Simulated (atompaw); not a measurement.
What the settings do to the PAW (atompaw) potential of F (Z = 9)

Base potential:

* Element: F
* Generator: atompaw 4.2.0.5
* Type: PAW
* Functional: LDA (PW92)
* Relativity: scalar-relativistic
* Frozen core: [He]
* Valence charge: 7
* Reference configuration: 2s2 2p3 (charge +2)
* Partial waves: 2s (bound): rc 1.35 bohr; 2s channel at -4.35 Ry: rc 1.35 bohr; 2p (bound): rc 1.35 bohr; 2p channel at -3.3 Ry: rc 1.35 bohr
* Local potential: bessel scheme, radius 1.15 bohr
* Core correction: smooth core density matched at 0.95 bohr
* Augmentation charge: besselshape compensation charge, radius 1.05 bohr; PAW radius 1.35 bohr; waves and projectors: custom polynom2 7 10 vanderbiltortho

Cutoffs, loose and tight: the cutoffs (Ry, on a coarse ladder) from which the occupation-weighted sum of valence levels, in a spherical-Bessel basis at the reference potential, stays within 10 and 1 mRy of its value at 400 Ry. They see the waves, projectors and local potential, not the compensation charge or the core. A dash means not determined.

Cutoffs are not given where the Bessel-basis levels miss the radial ones by over 6 mRy, ghosts where they miss by over 20 mRy; a channel whose overlap is not positive is not tested.

```tsv
change	outcome	cutoff, loose	cutoff, tight	bound ghosts
base	generated	30 Ry	260 Ry	none
wave 2s (bound): rc 1.35 bohr becomes 2s (bound): rc 0.82 bohr	generated	40 Ry	over 300 Ry	none
wave 2s (bound): rc 1.35 bohr becomes 2s (bound): rc 0.90 bohr	generated	40 Ry	260 Ry	none
wave 2s (bound): rc 1.35 bohr becomes 2s (bound): rc 0.96 bohr	generated	40 Ry	260 Ry	none
wave 2s (bound): rc 1.35 bohr becomes 2s (bound): rc 1.04 bohr	generated	40 Ry	260 Ry	none
wave 2s (bound): rc 1.35 bohr becomes 2s (bound): rc 1.12 bohr	generated	40 Ry	260 Ry	none
wave 2s (bound): rc 1.35 bohr becomes 2s (bound): rc 1.22 bohr	generated	35 Ry	260 Ry	none
wave 2s (bound): rc 1.35 bohr becomes 2s (bound): rc 1.34 bohr	generated	35 Ry	260 Ry	none
```

Question: What comes out with this change to the base: wave 2s (bound): rc 1.35 bohr becomes 2s (bound): rc 0.72 bohr?

Answer: outcome: generated; bound ghosts: not determined.
